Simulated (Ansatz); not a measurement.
Geometry optimisation, Ansatz 0.2.0, RKS B3LYP/def2-SVP.

The input (input.yaml):

```yaml
crystal:
  periodic: [false, false, false]
  atoms:
    - { symbol: Ge, position_ang: [-0.05208, 0.524587, -0.376134] }
    - { symbol: Cl, position_ang: [1.109607, -0.393358, 2.71102] }
    - { symbol: H, position_ang: [1.277797, -0.204608, -0.454868] }
    - { symbol: Cl, position_ang: [-0.625031, 1.439322, -2.224851] }
    - { symbol: F, position_ang: [-1.342498, -0.509215, 0.113149] }
    - { symbol: F, position_ang: [-0.024931, 1.777348, 0.788588] }
    - { symbol: H, position_ang: [0.579237, 0.823524, 2.579997] }
basis:
  gaussian: { orbitals: def2-SVP }
hamiltonian:
  xc: b3lyp
relax:
  f_tol: 0.03
  max_steps: 50
```

Run as:

```bash
$ ansatz run input.yaml --threads 2 --pin off --max-ram 3072MiB --backend cpu --events-out ev --progress --plain --runs-dir out
```

Where does it end, and by what steps?

The run converged. After 6 steps the energy has fallen by 0.057 eV; Cl2 moved furthest, 0.29 Å.

```tsv
step	energy less start (eV)	largest force component (eV/Å)	accepted
0	0.0000	0.994	yes
1	-0.0310	0.820	yes
2	-0.0328	0.608	yes
3	-0.0530	0.154	yes
4	-0.0541	0.219	yes
5	-0.0562	0.053	yes
6	-0.0566	0.030	yes
```

```xyz
7
Properties=species:S:1:pos:R:3
Ge -0.099 0.497 -0.437
Cl 1.226 -0.279 2.953
H 1.218 -0.262 -0.489
Cl -0.579 1.547 -2.233
F -1.422 -0.537 -0.048
F -0.080 1.676 0.845
H 0.659 0.815 2.547
```

Whether the end is a true minimum wasn't checked by a vibrational analysis.

Run time: 25 s on 2 threads of Arm Neoverse V1, with other jobs on the host, peak memory 0.26 GiB.
